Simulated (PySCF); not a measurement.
**How methods differ on the excitation energy of Al⁺**

Al⁺ [Ne] 3s2 (1S) → Al⁺ [Ne] 3p2 (3P), as a difference of total energies. Calculation: PySCF 2.14, in aug-cc-pwCVDZ; the non-relativistic Hamiltonian (point nucleus). Correlated levels: nothing frozen. The calculations carry no spin-orbit coupling.

| method | excitation energy (eV) |
| --- | --- |
| UHF | 10.687 |
| MP2 (all electrons) | 11.475 |
| SCS-MP2 (all electrons) | 11.657 |
| CCSD (all electrons) | 11.663 |
| CCSD(T) (all electrons) | 11.683 |

Q: How much does correlation contribute at CCSD(T) (all electrons)?

A: 11.683 − (10.687) = 0.996 eV, measured against UHF.

Errors of the correlated levels include the incompleteness of this basis.

For comparison: 11.680 eV (measured; NIST levels, between the centres of gravity of the two terms).
